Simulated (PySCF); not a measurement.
**How methods differ on the excitation energy of Br**

Br [Ar] 3d10 4s2 4p5 (2P) → Br [Ar] 3d10 4s1 4p6 (2S), as a difference of total energies. Computed with PySCF 2.14 in aug-cc-pVDZ-PP with ECP10MDF, with scalar relativity through the core potential. Correlated levels: valence: 3s2 3p6 3d10 frozen. The calculations carry no spin-orbit coupling.

```csv
method,excitation energy (eV)
UHF,15.055
MP2 (valence),12.975
SCS-MP2 (valence),12.716
CCSD (valence),11.231
CCSD(T) (valence),10.712
CCSDT (valence),10.837
```

Q: How much does correlation contribute at CCSD(T) (valence)?

A: 10.712 − (15.055) = -4.343 eV, measured against UHF.

The upper state lies above the first ionisation limit, where it may autoionise and the basis confines it.

The coupled-cluster amplitudes are large for the upper state (T1 above 0.03 or a double amplitude above 0.15), so a single reference is strained.
